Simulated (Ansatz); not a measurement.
[MF4] with several metals: PBE-D4/def2-SVPD single points in Ansatz on relaxed structures, gas phase. Core potentials for Ag, Au, no spin–orbit coupling. Singlets are spin-restricted. A dash marks a value that wasn't run or was left out as unsound. The structures are stationary points that may keep the symmetry of their start.

Task: Estimate the order by HOMO (eV), lowest first.
A. [AuF4]- (AuF4⁻) (singlet)
B. [CuF4]- (CuF4⁻) (singlet)
C. [AgF4]- (AgF4⁻) (singlet)

Result: C (-2.86), B (-2.75), A (-2.31).

In full:

```csv
species,atoms,state,geometry,HOMO (eV),LUMO (eV),gap (eV),point group (within 0.1 Å)
[AgF4]- (AgF4⁻),5,singlet,PBE0-D4/def2-SVPD,-2.86,-0.67,2.19,D4h
[CuF4]- (CuF4⁻),5,singlet,r2SCAN-D4/def2-SVPD,-2.75,-1.16,1.58,D4h
[AuF4]- (AuF4⁻),5,singlet,PBE0-D4/def2-SVPD,-2.31,–,–,D4h
```
